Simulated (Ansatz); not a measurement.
# Abstraction of Cl: C2H5ClMg + GeH(GeH3)Cl → C2H5Mg + GeH(GeH3)Cl2

Species: C2H5ClMg `C[CH2][Mg][Cl]`, singlet; GeH(GeH3)Cl, doublet; C2H5Mg `C[CH2][Mg]`, doublet; GeH(GeH3)Cl2, singlet. A radical takes Cl: the energy is the difference in strength between the Mg–Cl bond broken and the Ge–Cl bond made.

Shapes, held fixed at every level: PBE0-D4/def2-TZVP. Programs: Ansatz 0.2.0. The zero-point and thermal change to 298 K, harmonic and unscaled (PBE0-D4/def2-TZVP), is +0.5 kJ/mol.

```
               level                    kind  ΔH(298 K) (kJ/mol)  less CCSD(T)/def2-TZVPP
        MP2/def2-SVP     perturbation theory               +81.9                    +13.0
    SPW92/def2-TZVPP                     LDA               +56.7                    -12.2
r2SCAN-D4/def2-TZVPP                meta-GGA               +75.7                     +6.8
 B3LYP-D4/def2-TZVPP           global hybrid               +71.5                     +2.6
  wB97M-V/def2-TZVPP  range-separated hybrid               +83.0                    +14.1
  wB97X-V/def2-TZVPP  range-separated hybrid               +76.1                     +7.2
    CCSD(T)/def2-SVP   coupled cluster or CI               +84.7                    +15.8
  CCSD(T)/def2-TZVPP   coupled cluster or CI               +68.9                      0.0
```

The highest level, CCSD(T)/def2-TZVPP, gives ΔH(298 K) = +68.9 kJ/mol; the levels span +56.7 to +84.7. The column of differences is taken from that level and isn't an error. No measured value is set beside it here. Open shells run unrestricted. Relativity is left out for Ge. Outer-core shells of Ge, Mg are correlated, in sets that cover them unevenly.
